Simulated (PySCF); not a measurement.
Nb(S)(OH)(NH2)2 (H₅N₂NbOS), SMILES [NH2][Nb]([NH2])([OH])=[S], multiplicity 1.

Coordinates come from a B3LYP-D3(BJ)/def2-SVP optimisation. The multiplicity is an assumed one; no other spin state was optimised. The structure was generated by enumeration; whether it is a known compound was not checked. The def2 effective core potentials stand for the cores of Nb; spin–orbit coupling is left out. The values are those of a single conformer.

All values below come from PBE/def2-TZVP run with PySCF.

Symmetry labels are those of the subgroup Cs that the program uses (full group Cs).

Computed valence orbital energies around the gap with their symmetry:
| orbital | symmetry | energy (eV) |
|---|---|---|
| HOMO−7 | A" | -9.61 |
| HOMO−6 | A' | -8.54 |
| HOMO−5 | A" | -8.14 |
| HOMO−4 | A' | -7.05 |
| HOMO−3 | A' | -6.75 |
| HOMO−2 | A" | -6.27 |
| HOMO−1 | A' | -6.21 |
| HOMO | A" | -5.99 |
| LUMO | A" | -2.28 |
| LUMO+1 | A' | -2.01 |
| LUMO+2 | A' | -1.26 |
| LUMO+3 | A' | -0.77 |
